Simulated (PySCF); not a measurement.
**Distorted geometries of [ReOF6]−**

[ReOF6]− (singlet). PySCF 2.14.0, RKS TPSS, Re def2-SVP with ECP60, O def2-SVP, F def2-SVP; non-relativistic Hamiltonian with scalar-relativistic core potentials where named; density fitting; no spin-orbit coupling. Relaxed geometry:

```xyz
8

Re    0.0000    0.0000    0.1004
O     0.0000    0.0000    1.8172
F     0.0000    0.0000   -1.8260
F     1.9207    0.0000   -0.0191
F     0.5935    1.8267   -0.0191
F    -1.5539    1.1289   -0.0191
F    -1.5539   -1.1290   -0.0191
F     0.5935   -1.8267   -0.0191
```

Task: Order these distorted geometries by energy above the relaxed one, lowest first.
A.
```xyz
8

Re    0.0494    0.0362    0.2171
O    -0.1371   -0.0932    1.7524
F     0.0974   -0.0521   -1.8664
F     1.9602    0.0372   -0.0281
F     0.6082    1.8291    0.0107
F    -1.5534    1.1441   -0.0165
F    -1.6338   -1.2025   -0.0383
F     0.6091   -1.6987   -0.0347
```
B.
```xyz
8

Re    0.0926    0.2827   -0.0353
O    -0.0713    0.1259    2.1552
F    -0.0384    0.0122   -1.8915
F     2.0144   -0.0847    0.1349
F     0.7886    1.8217    0.1963
F    -1.8540    1.0761   -0.1328
F    -1.4337   -1.2087   -0.2177
F     0.5019   -2.0252   -0.2129
```
C.
```xyz
8

Re    0.0626    0.0775    0.1226
O     0.1558   -0.1828    1.9796
F     0.0132    0.1252   -1.7838
F     1.7061    0.0782    0.0757
F     0.5390    1.8460   -0.0460
F    -1.4593    1.0407   -0.1835
F    -1.3855   -1.0441   -0.2472
F     0.3682   -1.9406    0.0786
```

Result: A (1.67 eV), C (3.25 eV), B (6.50 eV).

Task: Which forces (eV/Å) act in the one that lies 1.67 eV up?

Result: 
```
Re   -1.78   0.89 -17.21
O    -0.95  -0.75  12.83
F    -0.39   0.26   1.93
F     0.23   0.27   0.84
F     0.20   0.60   0.58
F     0.69  -0.56   0.28
F     1.58   1.31   0.42
F     0.42  -2.01   0.33
```
Forces carry noise of the integration grid, about 0.01 to 0.03 eV/Å.

No frequency check is given that shows the relaxed geometry to be a minimum.
